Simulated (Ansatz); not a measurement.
A short molecular-dynamics run on `FC(F)(F)OB(Cl)Cl`.

```yaml
crystal:
  periodic: [false, false, false]
  atoms:
    - {symbol: F, position_ang: [0.887183, -1.348756, -0.832577]}
    - {symbol: C, position_ang: [1.050510, -0.111705, -0.379027]}
    - {symbol: F, position_ang: [2.282476, 0.006930, 0.081274]}
    - {symbol: F, position_ang: [0.896134, 0.731627, -1.392751]}
    - {symbol: O, position_ang: [0.196678, 0.166086, 0.638915]}
    - {symbol: B, position_ang: [-1.166446, 0.159285, 0.592553]}
    - {symbol: Cl, position_ang: [-2.075741, -0.222721, -0.839357]}
    - {symbol: Cl, position_ang: [-1.978692, 0.562155, 2.075170]}
basis:
  gaussian: {orbitals: "6-31G*"}
hamiltonian: {xc: {name: revPBE}, dispersion: d3bjatm}
md: {timestep: 0.5 fs, n_steps: 20, ensemble: nve, temperature: 1000, initial_velocities: maxwell_boltzmann, seed: 9}
```

```sh
$ ansatz run in.yaml --threads 4 --pin off --events-out ev --progress --plain --max-ram 11315MiB
```

```json
{"step": "0", "time (fs)": "0.0", "potential energy (eV)": "-36950.5963", "kinetic (eV)": "0.7756", "T (K)": "1000", "conserved (eV)": "-36949.8207"}
{"step": "1", "time (fs)": "0.5", "potential energy (eV)": "-36950.6019", "kinetic (eV)": "0.7811", "T (K)": "1007", "conserved (eV)": "-36949.8208"}
{"step": "2", "time (fs)": "1.0", "potential energy (eV)": "-36950.6045", "kinetic (eV)": "0.7838", "T (K)": "1011", "conserved (eV)": "-36949.8208"}
{"step": "3", "time (fs)": "1.5", "potential energy (eV)": "-36950.6041", "kinetic (eV)": "0.7834", "T (K)": "1010", "conserved (eV)": "-36949.8208"}
{"step": "4", "time (fs)": "2.0", "potential energy (eV)": "-36950.6006", "kinetic (eV)": "0.7799", "T (K)": "1006", "conserved (eV)": "-36949.8208"}
{"step": "5", "time (fs)": "2.5", "potential energy (eV)": "-36950.5941", "kinetic (eV)": "0.7734", "T (K)": "997", "conserved (eV)": "-36949.8207"}
{"step": "6", "time (fs)": "3.0", "potential energy (eV)": "-36950.5846", "kinetic (eV)": "0.7639", "T (K)": "985", "conserved (eV)": "-36949.8207"}
{"step": "7", "time (fs)": "3.5", "potential energy (eV)": "-36950.5722", "kinetic (eV)": "0.7515", "T (K)": "969", "conserved (eV)": "-36949.8207"}
{"step": "8", "time (fs)": "4.0", "potential energy (eV)": "-36950.5572", "kinetic (eV)": "0.7365", "T (K)": "950", "conserved (eV)": "-36949.8207"}
{"step": "9", "time (fs)": "4.5", "potential energy (eV)": "-36950.5397", "kinetic (eV)": "0.7190", "T (K)": "927", "conserved (eV)": "-36949.8207"}
{"step": "10", "time (fs)": "5.0", "potential energy (eV)": "-36950.5200", "kinetic (eV)": "0.6993", "T (K)": "902", "conserved (eV)": "-36949.8207"}
{"step": "11", "time (fs)": "5.5", "potential energy (eV)": "-36950.4983", "kinetic (eV)": "0.6776", "T (K)": "874", "conserved (eV)": "-36949.8207"}
{"step": "12", "time (fs)": "6.0", "potential energy (eV)": "-36950.4748", "kinetic (eV)": "0.6542", "T (K)": "844", "conserved (eV)": "-36949.8206"}
{"step": "13", "time (fs)": "6.5", "potential energy (eV)": "-36950.4500", "kinetic (eV)": "0.6294", "T (K)": "812", "conserved (eV)": "-36949.8206"}
{"step": "14", "time (fs)": "7.0", "potential energy (eV)": "-36950.4241", "kinetic (eV)": "0.6035", "T (K)": "778", "conserved (eV)": "-36949.8206"}
{"step": "15", "time (fs)": "7.5", "potential energy (eV)": "-36950.3973", "kinetic (eV)": "0.5768", "T (K)": "744", "conserved (eV)": "-36949.8206"}
{"step": "16", "time (fs)": "8.0", "potential energy (eV)": "-36950.3701", "kinetic (eV)": "0.5495", "T (K)": "709", "conserved (eV)": "-36949.8206"}
{"step": "17", "time (fs)": "8.5", "potential energy (eV)": "-36950.3426", "kinetic (eV)": "0.5220", "T (K)": "673", "conserved (eV)": "-36949.8205"}
{"step": "18", "time (fs)": "9.0", "potential energy (eV)": "-36950.3151", "kinetic (eV)": "0.4946", "T (K)": "638", "conserved (eV)": "-36949.8205"}
{"step": "19", "time (fs)": "9.5", "potential energy (eV)": "-36950.2880", "kinetic (eV)": "0.4675", "T (K)": "603", "conserved (eV)": "-36949.8205"}
{"step": "20", "time (fs)": "10.0", "potential energy (eV)": "-36950.2615", "kinetic (eV)": "0.4410", "T (K)": "569", "conserved (eV)": "-36949.8205"}
```

Velocities are drawn at the set temperature; a run this short doesn't reach equilibrium.

Frames (Å, forces in eV/Å):

```xyz
8
time=0.0 fs
F     0.887   -1.349   -0.833   -0.246   -1.351   -0.421
C     1.051   -0.112   -0.379    0.096   -0.049   -0.179
F     2.282    0.007    0.081    1.331    0.155    0.598
F     0.896    0.732   -1.393   -0.237    0.958   -1.043
O     0.197    0.166    0.639   -0.231    0.285    1.055
B    -1.166    0.159    0.593   -0.035   -0.009   -0.034
Cl   -2.076   -0.223   -0.839   -0.374   -0.146   -0.547
Cl   -1.979    0.562    2.075   -0.304    0.155    0.571
8
time=0.5 fs
F     0.887   -1.352   -0.833   -0.306   -1.197   -0.427
C     1.047   -0.112   -0.380    0.152    0.010   -0.247
F     2.277    0.004    0.080    1.420    0.159    0.627
F     0.900    0.739   -1.394   -0.283    0.771   -0.908
O     0.197    0.168    0.641   -0.197    0.275    0.953
B    -1.165    0.166    0.593   -0.124   -0.075   -0.069
Cl   -2.074   -0.226   -0.839   -0.349   -0.118   -0.510
Cl   -1.979    0.562    2.076   -0.313    0.176    0.581
8
time=1.0 fs
F     0.887   -1.356   -0.834   -0.364   -1.040   -0.430
C     1.043   -0.113   -0.382    0.210    0.067   -0.309
F     2.272    0.000    0.079    1.500    0.161    0.650
F     0.904    0.747   -1.396   -0.329    0.582   -0.770
O     0.197    0.169    0.644   -0.158    0.264    0.846
B    -1.164    0.173    0.594   -0.214   -0.141   -0.103
Cl   -2.072   -0.229   -0.839   -0.323   -0.089   -0.472
Cl   -1.979    0.562    2.076   -0.321    0.195    0.589
8
time=1.5 fs
F     0.887   -1.360   -0.834   -0.420   -0.880   -0.431
C     1.040   -0.114   -0.383    0.270    0.122   -0.363
F     2.268   -0.003    0.079    1.568    0.163    0.668
F     0.908    0.755   -1.397   -0.374    0.395   -0.633
O     0.197    0.171    0.646   -0.116    0.251    0.733
B    -1.162    0.181    0.594   -0.303   -0.206   -0.134
Cl   -2.071   -0.232   -0.838   -0.297   -0.059   -0.435
Cl   -1.979    0.562    2.077   -0.330    0.215    0.596
8
time=2.0 fs
F     0.886   -1.364   -0.835   -0.472   -0.717   -0.429
C     1.036   -0.115   -0.385    0.333    0.174   -0.409
F     2.263   -0.007    0.078    1.627    0.163    0.680
F     0.912    0.763   -1.399   -0.418    0.209   -0.498
O     0.197    0.173    0.649   -0.071    0.236    0.615
B    -1.161    0.188    0.594   -0.390   -0.270   -0.164
Cl   -2.069   -0.235   -0.838   -0.271   -0.030   -0.397
Cl   -1.980    0.563    2.077   -0.338    0.233    0.601
8
time=2.5 fs
F     0.886   -1.368   -0.836   -0.522   -0.553   -0.425
C     1.033   -0.115   -0.386    0.397    0.223   -0.444
F     2.259   -0.010    0.077    1.675    0.163    0.687
F     0.916    0.771   -1.400   -0.460    0.027   -0.365
O     0.196    0.174    0.652   -0.025    0.221    0.493
B    -1.160    0.195    0.595   -0.473   -0.333   -0.190
Cl   -2.068   -0.238   -0.838   -0.246    0.000   -0.360
Cl   -1.980    0.563    2.078   -0.346    0.251    0.604
8
time=3.0 fs
F     0.886   -1.372   -0.837   -0.570   -0.388   -0.419
C     1.029   -0.116   -0.388    0.462    0.268   -0.468
F     2.255   -0.013    0.077    1.713    0.162    0.687
F     0.919    0.778   -1.402   -0.502   -0.150   -0.236
O     0.196    0.176    0.654    0.021    0.204    0.367
B    -1.158    0.201    0.595   -0.551   -0.394   -0.215
Cl   -2.066   -0.241   -0.838   -0.221    0.030   -0.323
Cl   -1.980    0.563    2.079   -0.354    0.269    0.606
8
time=3.5 fs
F     0.885   -1.376   -0.838   -0.614   -0.224   -0.412
C     1.026   -0.117   -0.390    0.529    0.309   -0.481
F     2.251   -0.017    0.076    1.741    0.161    0.682
F     0.923    0.786   -1.404   -0.541   -0.323   -0.112
O     0.196    0.178    0.657    0.064    0.187    0.239
B    -1.157    0.208    0.596   -0.622   -0.455   -0.236
Cl   -2.064   -0.244   -0.838   -0.197    0.060   -0.288
Cl   -1.981    0.563    2.079   -0.361    0.286    0.607
8
time=4.0 fs
F     0.884   -1.380   -0.838   -0.654   -0.061   -0.404
C     1.023   -0.117   -0.392    0.597    0.345   -0.482
F     2.247   -0.020    0.076    1.760    0.159    0.672
F     0.927    0.794   -1.406   -0.579   -0.489    0.006
O     0.196    0.180    0.660    0.104    0.169    0.110
B    -1.157    0.215    0.596   -0.686   -0.513   -0.253
Cl   -2.063   -0.247   -0.838   -0.175    0.090   -0.254
Cl   -1.981    0.563    2.080   -0.368    0.302    0.605
8
time=4.5 fs
F     0.884   -1.384   -0.839   -0.692    0.100   -0.395
C     1.020   -0.118   -0.394    0.664    0.376   -0.473
F     2.244   -0.023    0.075    1.770    0.156    0.656
F     0.930    0.802   -1.408   -0.614   -0.649    0.119
O     0.196    0.182    0.663    0.140    0.152   -0.021
B    -1.156    0.221    0.596   -0.741   -0.571   -0.268
Cl   -2.061   -0.250   -0.837   -0.153    0.119   -0.221
Cl   -1.981    0.563    2.081   -0.374    0.317    0.603
8
time=5.0 fs
F     0.883   -1.389   -0.840   -0.726    0.259   -0.385
C     1.017   -0.118   -0.396    0.731    0.403   -0.452
F     2.240   -0.026    0.075    1.771    0.154    0.635
F     0.934    0.810   -1.409   -0.648   -0.803    0.226
O     0.196    0.184    0.666    0.170    0.135   -0.152
B    -1.155    0.228    0.596   -0.786   -0.627   -0.279
Cl   -2.060   -0.254   -0.837   -0.134    0.147   -0.191
Cl   -1.982    0.564    2.082   -0.380    0.332    0.598
8
time=5.5 fs
F     0.882   -1.393   -0.841   -0.757    0.415   -0.376
C     1.014   -0.118   -0.398    0.796    0.425   -0.421
F     2.237   -0.029    0.075    1.766    0.151    0.610
F     0.937    0.817   -1.411   -0.679   -0.949    0.326
O     0.196    0.186    0.669    0.194    0.118   -0.282
B    -1.155    0.234    0.596   -0.820   -0.681   -0.287
Cl   -2.058   -0.257   -0.837   -0.116    0.175   -0.162
Cl   -1.982    0.564    2.083   -0.385    0.345    0.592
8
time=6.0 fs
F     0.881   -1.397   -0.843   -0.784    0.567   -0.366
C     1.012   -0.119   -0.400    0.859    0.443   -0.381
F     2.235   -0.033    0.075    1.753    0.148    0.580
F     0.940    0.825   -1.413   -0.707   -1.087    0.419
O     0.196    0.188    0.672    0.211    0.102   -0.411
B    -1.155    0.240    0.596   -0.843   -0.734   -0.291
Cl   -2.057   -0.260   -0.837   -0.099    0.203   -0.135
Cl   -1.983    0.564    2.084   -0.390    0.359    0.585
8
time=6.5 fs
F     0.880   -1.401   -0.844   -0.807    0.716   -0.356
C     1.009   -0.119   -0.403    0.919    0.456   -0.332
F     2.232   -0.036    0.075    1.735    0.145    0.547
F     0.944    0.832   -1.414   -0.733   -1.219    0.506
O     0.196    0.189    0.674    0.220    0.088   -0.538
B    -1.155    0.246    0.596   -0.855   -0.785   -0.292
Cl   -2.055   -0.263   -0.837   -0.085    0.229   -0.110
Cl   -1.983    0.564    2.085   -0.394    0.371    0.576
8
time=7.0 fs
F     0.879   -1.405   -0.845   -0.827    0.860   -0.346
C     1.007   -0.119   -0.405    0.975    0.465   -0.275
F     2.230   -0.039    0.075    1.712    0.142    0.510
F     0.947    0.839   -1.416   -0.756   -1.343    0.586
O     0.196    0.191    0.677    0.220    0.074   -0.663
B    -1.155    0.252    0.596   -0.855   -0.835   -0.290
Cl   -2.054   -0.266   -0.837   -0.073    0.254   -0.088
Cl   -1.984    0.565    2.086   -0.398    0.382    0.566
8
time=7.5 fs
F     0.878   -1.408   -0.846   -0.843    0.999   -0.337
C     1.005   -0.119   -0.407    1.027    0.470   -0.212
F     2.227   -0.042    0.075    1.685    0.139    0.471
F     0.950    0.846   -1.418   -0.776   -1.459    0.660
O     0.197    0.193    0.680    0.213    0.062   -0.784
B    -1.155    0.258    0.596   -0.843   -0.883   -0.284
Cl   -2.052   -0.269   -0.837   -0.063    0.279   -0.067
Cl   -1.984    0.565    2.087   -0.401    0.393    0.554
8
time=8.0 fs
F     0.877   -1.412   -0.848   -0.856    1.134   -0.328
C     1.003   -0.119   -0.410    1.074    0.471   -0.143
F     2.226   -0.045    0.075    1.655    0.136    0.429
F     0.953    0.853   -1.419   -0.793   -1.568    0.727
O     0.197    0.195    0.682    0.199    0.051   -0.902
B    -1.156    0.263    0.596   -0.821   -0.929   -0.275
Cl   -2.051   -0.272   -0.837   -0.055    0.302   -0.049
Cl   -1.985    0.565    2.088   -0.403    0.403    0.540
8
time=8.5 fs
F     0.875   -1.416   -0.849   -0.865    1.263   -0.320
C     1.001   -0.118   -0.412    1.114    0.468   -0.069
F     2.224   -0.048    0.076    1.622    0.134    0.386
F     0.956    0.860   -1.420   -0.807   -1.670    0.789
O     0.197    0.197    0.685    0.176    0.042   -1.015
B    -1.156    0.268    0.596   -0.788   -0.973   -0.264
Cl   -2.049   -0.275   -0.837   -0.049    0.324   -0.032
Cl   -1.985    0.566    2.089   -0.404    0.412    0.525
8
time=9.0 fs
F     0.873   -1.419   -0.850   -0.870    1.387   -0.312
C     1.000   -0.118   -0.415    1.148    0.463    0.007
F     2.222   -0.051    0.076    1.588    0.132    0.342
F     0.958    0.866   -1.422   -0.818   -1.765    0.845
O     0.197    0.199    0.687    0.148    0.035   -1.123
B    -1.157    0.273    0.595   -0.745   -1.016   -0.249
Cl   -2.048   -0.278   -0.837   -0.045    0.345   -0.018
Cl   -1.986    0.566    2.090   -0.405    0.420    0.509
8
time=9.5 fs
F     0.872   -1.422   -0.852   -0.872    1.505   -0.304
C     0.999   -0.118   -0.418    1.175    0.454    0.086
F     2.221   -0.054    0.076    1.552    0.130    0.296
F     0.961    0.872   -1.423   -0.826   -1.853    0.895
O     0.197    0.201    0.689    0.113    0.029   -1.226
B    -1.158    0.278    0.595   -0.694   -1.057   -0.232
Cl   -2.046   -0.281   -0.837   -0.044    0.364   -0.005
Cl   -1.987    0.567    2.091   -0.404    0.427    0.490
8
time=10.0 fs
F     0.870   -1.425   -0.853   -0.870    1.618   -0.297
C     0.998   -0.117   -0.420    1.194    0.442    0.166
F     2.220   -0.058    0.077    1.516    0.129    0.251
F     0.963    0.878   -1.424   -0.832   -1.935    0.940
O     0.198    0.203    0.691    0.073    0.025   -1.323
B    -1.160    0.283    0.594   -0.635   -1.095   -0.213
Cl   -2.045   -0.283   -0.837   -0.044    0.383    0.005
Cl   -1.987    0.567    2.093   -0.403    0.433    0.471
```

Hardware: 4 threads of an Arm Neoverse V1 on a shared host. Wall time 38 s, peak host memory 0.53 GiB.
